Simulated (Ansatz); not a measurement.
Ideal-gas functions of CH$_{3}$BCl$_{2}$S (`CSB(Cl)Cl`) at 298.15 K and 1 bar, from an Ansatz frequency run at PBE0-D4/def2-TZVP.

Molar mass 128.82 g/mol, point group Cs (symmetry number 1), electronic degeneracy 1, moments of inertia 168.007, 270.028, 434.833 u Å². Harmonic wavenumbers (cm⁻¹, unscaled): 108, 121, 170, 238, 306, 440, 464, 737, 943, 968, 984, 1009, 1351, 1464, 1466, 3078, 3175, 3179.

Use S(trans) = R[1.5 ln M + 2.5 ln T − 1.1517]; rotational temperatures θ = 24.2544 K / I; S(rot) = R[ln(√π/σ · √(T³/θAθBθC)) + 1.5]; for each mode x = 1.438777 ν̃/T, S = R[x/(eˣ − 1) − ln(1 − e⁻ˣ)] and H = RT x/(eˣ − 1); 1 cm⁻¹ = 0.0119627 kJ/mol; R = 8.31446 J/(mol·K).

Question: By hand: the entropy, in J/(mol·K).

Answer: Translation 169.4. Rotation: θ = 0.1444, 0.0898, 0.0558 K, giving 118.4. Vibration, mode by mode: 13.83, 12.90, 10.19, 7.61, 5.79, 3.46, 3.16, 1.11, 0.49, 0.45, 0.42, 0.38, 0.09, 0.06, 0.06, 0.00, 0.00, 0.00, in all 60.0. Electronic 0.0. Sum 347.8 J/(mol·K).

Question: By hand: H − E and G − E in kJ/mol, counted from the electronic energy.

Answer: Zero-point energy ½ × 20201 × 0.0119627 = 120.8; thermal vibration 9.8; translation, rotation and pV give 4 RT = 9.9. H − E = 140.5 kJ/mol, and G − E = 140.5 − 298.15 × 347.8/1000 = 36.8 kJ/mol.

Vibration gives 17 % of the entropy, 26.7 J/(mol·K) of it from the modes under 150 cm⁻¹: soft modes count most, and the harmonic formula is weakest for them. The sum counts one conformer and one mirror image; others add a mixing term.
